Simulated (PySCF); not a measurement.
ZrF3Cl, SMILES [F][Zr]([F])([Cl])[F], multiplicity 1.

Geometry: r2SCAN-D4/def2-SVP. The spin state was assumed, not searched. The def2 effective core potentials stand for the cores of Zr; spin–orbit coupling is left out.

Level of theory: PySCF with PBE/def2-TZVP.

The molecule is in vacuum.

```yaml
total_energy: -806.82803 hartree
point_group: C3v
highest_occupied_level: -8.54 eV
lowest_empty_level: -2.69 eV
orbital_gap: 5.84 eV
dipole_moment: 0.13 D
quadrupole, principal values (traceless, Buckingham form, about the centre of nuclear charge): -0.15, -0.15, 0.31 D·Å
mean_static_polarisability: 48.6 bohr³ (7.20 Å³)
polarisability_principal_values: 43.3, 43.3, 59.0 bohr³
```
